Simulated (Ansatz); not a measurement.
CH8O2Si2 can be A, `O[SiH2]OC[SiH3]`, or B, `OC[SiH2][SiH2]O`.

Gas-phase electronic energies from Ansatz, PBE0-D4/def2-TZVP geometries. CCSD(T)/CBS adds triple-zeta CCSD(T) − MP2 to the extrapolated MP2 energy (def2 sets, frozen cores). DFT in def2-TZVPP. B3LYP here is the variant with VWN-RPA as its local correlation; programs differ in this. Each species was taken in one conformer, which may not be the lowest.

Task: Which is lower in electronic energy at CCSD(T)/CBS, and by how much? (Estimate.)

Result: Computed: A, by 117.0 kJ/mol.

Task: Give E(B) − E(A) in kJ/mol with B3LYP-D4, HF/def2-TZVPP, PBE-D4, r2SCAN-D4, PBE0-D4, CCSD/def2-TZVPP, B3LYP. (An estimate is asked.)

Result: The calculation gave: B3LYP-D4 117.4, HF/def2-TZVPP 136.6, PBE-D4 94.0, r2SCAN-D4 112.4, PBE0-D4 100.5, CCSD/def2-TZVPP 120.4, B3LYP 116.3. None reverses the order clearly.

Largest T1 diagnostic: 0.012.

From PBE to PBE0 (25 % exact exchange), in def2-TZVPP and without D4, E(B) − E(A) moves by +6.8 kJ/mol. In def2-TZVPP, CCSD(T) changes the Hartree–Fock value by −18.2 kJ/mol (the triples alone add −2.1 kJ/mol) and MP2 by −11.2 kJ/mol.
